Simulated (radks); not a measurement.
Species: Cd3+. Configuration: [Kr] 4d7 5p2 (not the ground configuration).

All-electron calculation, Dirac Kohn-Sham, PBE, spin-unpolarised, spherical densities, finite nucleus; open shells fill j = l - 1/2 first; Fermi nuclear charge, rms radius 4.6087 fm. Program: a radial shooting solver on a logarithmic mesh with Libxc functionals.

Energy parts (eV):
total: -152159.743
kinetic: 159565.691
electron-nucleus: -366979.171
Hartree: 59411.382
exchange-correlation: -4157.644

Orbitals (lengths in bohr, moments of r in powers of bohr; <r^-3> diverges for s and p1/2; r(90%) holds 90 % of the orbital's charge):
| orbital | occ. | eigenvalue (eV) | r(90%) | <r^4> | <r^-3> | small-component weight |
|---|---|---|---|---|---|---|
| 1s1/2 | 2 | -26559.55 | 0.0546 | 4.065e-06 | - | 3.10e-02 |
| 2s1/2 | 2 | -3986.623 | 0.203 | 0.0007161 | - | 6.51e-03 |
| 2p1/2 | 2 | -3714.909 | 0.182 | 0.0004648 | - | 6.52e-03 |
| 2p3/2 | 4 | -3522.468 | 0.189 | 0.0005392 | 3750 | 6.25e-03 |
| 3s1/2 | 2 | -784.9459 | 0.527 | 0.03296 | - | 1.85e-03 |
| 3p1/2 | 2 | -676.0938 | 0.526 | 0.03241 | - | 1.79e-03 |
| 3p3/2 | 4 | -641.6949 | 0.542 | 0.03645 | 682.3 | 1.72e-03 |
| 3d3/2 | 4 | -449.1799 | 0.526 | 0.03230 | 105.7 | 1.60e-03 |
| 3d5/2 | 6 | -442.1855 | 0.531 | 0.03352 | 99.21 | 1.58e-03 |
| 4s1/2 | 2 | -155.0756 | 1.25 | 1.069 | - | 4.91e-04 |
| 4p1/2 | 2 | -119.6004 | 1.35 | 1.415 | - | 4.37e-04 |
| 4p3/2 | 4 | -113.4837 | 1.39 | 1.591 | 121.6 | 4.17e-04 |
| 4d3/2 | 4 | -57.8046 | 1.72 | 3.803 | 13.36 | 2.94e-04 |
| 4d5/2 | 3 | -56.9398 | 1.74 | 3.957 | 12.46 | 2.89e-04 |
| 4f5/2 | 0 | -12.2000 | 5.11 | 272.2 | 0.2027 | 3.87e-05 |
| 4f7/2 | 0 | -12.1917 | 5.11 | 273.3 | 0.2004 | 3.85e-05 |
| 5s1/2 | 0 | -37.5101 | 3.07 | 38.45 | - | 9.88e-05 |
| 5p1/2 | 2 | -29.0336 | 3.51 | 65.01 | - | 7.78e-05 |
| 5p3/2 | 0 | -28.1906 | 3.60 | 71.57 | 16.85 | 7.46e-05 |

The highest occupied level is 5p1/2 at -29.034 eV. The configuration is held as typed, so some empty levels lie below it. The density falls to 0.001 e/bohr^3 at r = 3.89 bohr. The electron density at the nucleus is 1.595e+05 e/bohr^3.

Run on one thread of a shared host, so times are rough (Arm Neoverse V2): 0.11 s of CPU time, 0.11 s wall, 14 iterations on 2213 mesh points.
